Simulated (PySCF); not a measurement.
C3H6FNSi.
Numbering: `[CH2:1]=[N:2]/[CH:3]=[CH:4]\[SiH2:5][F:6]` (hydrogens: H7, H8 on C1; H9 on C3; H10 on C4; H11, H12 on Si5)

Computed with PBE0-D3(BJ)/def2-SVP geometry optimisation, gas phase in PySCF 2.14.0.

Q: Give the optimised bond lengths and angles.

A: 
```tsv
bond	length (Å)
C1=N2	1.270
N2–C3	1.394
C3=C4	1.342
C4–Si5	1.871
Si5–F6	1.635
C1–H7	1.097
C1–H8	1.107
C3–H9	1.103
C4–H10	1.094
Si5–H11, Si5–H12	1.488
```

Bonds in one row agree within 0.01 Å and their mean is given. A selection of angles:
```tsv
angle	degrees
N2–C1–H7	119.6
N2–C1–H8	122.9
H7–C1–H8	117.5
C1–N2–C3	120.0
N2–C3–C4	117.2
N2–C3–H9	118.8
C4–C3–H9	124.0
C3–C4–Si5	116.5
C3–C4–H10	120.3
Si5–C4–H10	123.3
C4–Si5–F6	106.3
C4–Si5–H11	112.5
C4–Si5–H12	112.4
F6–Si5–H11	106.6
H11–Si5–H12	111.9
```

Dihedral angles: C1–N2–C3–C4 180° (antiperiplanar); N2–C3–C4–Si5 0° (synperiplanar); C3–C4–Si5–F6 180° (antiperiplanar).

The 2 C–N bonds span 1.270 Å (C1=N2, drawn double) to 1.394 Å (N2–C3, drawn single), a spread of 0.124 Å. Si5 (fluorine-bound silicon) is tetrahedral (angles from 106.3° to 112.5°). The 6 heavy atoms lie in one plane (0.003 Å rms). Of the pairs four or more bonds apart, H8···H9 is among the closest relative to their van der Waals radii: 2.34 Å, 98 % of the sum of Bondi's values.

Point group: Cs (tolerance 0.08 Å). Not checked by PBE0-D3(BJ)/def2-SVP frequencies. The numbers are those of one conformer.

Time: 38 s wall; peak memory 0.51 GiB. Hardware: one thread, Arm Neoverse V1 (aarch64) (shared host). That covers the optimisation of the geometry.
